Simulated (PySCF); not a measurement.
Isomers of C9H10OS, from PySCF, PBE0-D3(BJ)/def2-SVP geometry optimisation, gas phase. One conformer each, no zero-point energy, no frequencies.

Question: Which isomer lies lowest at this level?
A. `[CH2:1]=[CH:2][c:3]1[cH:4][cH:5][c:6]([S@@:7]([CH3:8])=[O:9])[cH:10][cH:11]1` with C1–C2–C3–C4 0°, C5–C6–S7–C8 -102°: A = 2788, B = 478.5, C = 436.8 MHz, dipole 3.88 D
B. `[CH3:1][S@@:2](=[O:3])[c:4]1[cH:5][cH:6][cH:7][c:8]2[c:9]1[CH2:10][CH2:11]2` with C1–S2–C4–C5 -110°: A = 1707, B = 758.7, C = 571.0 MHz, dipole 4.39 D
C. `[CH3:1][S:2][c:3]1[cH:4][cH:5][c:6]([C:7]([CH3:8])=[O:9])[cH:10][cH:11]1` with C1–S2–C3–C4 180°, C5–C6–C7–C8 -1° (4'-(methylthio)acetophenone): A = 2964, B = 451.6, C = 393.9 MHz, dipole 2.58 D
D. `[CH3:1][c:2]1[cH:3][cH:4][c:5]2[c:6]([cH:7]1)[S@@:8](=[O:9])[CH2:10][CH2:11]2` with C5–C6–S8–O9 -85°, C6–S8–C10–C11 -33°, S8–C10–C11–C5 36°, C4–C5–C11–C10 160°: A = 1928, B = 722.6, C = 569.7 MHz, dipole 4.18 D

Answer: C. That is 4'-(methylthio)acetophenone, `CSc1ccc(C(C)=O)cc1`, 27.8 kcal/mol below the next.

```
                  SMILES                                                                  mapped SMILES      E (Eh)  relative (kcal/mol)  relative (kJ/mol)  dipole (D)
      CSc1ccc(C(C)=O)cc1       [CH3:1][S:2][c:3]1[cH:4][cH:5][c:6]([C:7]([CH3:8])=[O:9])[cH:10][cH:11]1  -821.35581                  0.0                0.0        2.58
Cc1ccc2c(c1)[S@@](=O)CC2  [CH3:1][c:2]1[cH:3][cH:4][c:5]2[c:6]([cH:7]1)[S@@:8](=[O:9])[CH2:10][CH2:11]2  -821.31154                 27.8              116.2        4.18
 C=Cc1ccc([S@@](C)=O)cc1   [CH2:1]=[CH:2][c:3]1[cH:4][cH:5][c:6]([S@@:7]([CH3:8])=[O:9])[cH:10][cH:11]1  -821.27420                 51.2              214.3        3.88
  C[S@@](=O)c1cccc2c1CC2    [CH3:1][S@@:2](=[O:3])[c:4]1[cH:5][cH:6][cH:7][c:8]2[c:9]1[CH2:10][CH2:11]2  -821.26525                 56.8              237.8        4.39
```

As drawn, the lowest has a C=O bond, which the highest lacks; the highest has a four-membered ring and an S=O bond, which the lowest lacks.
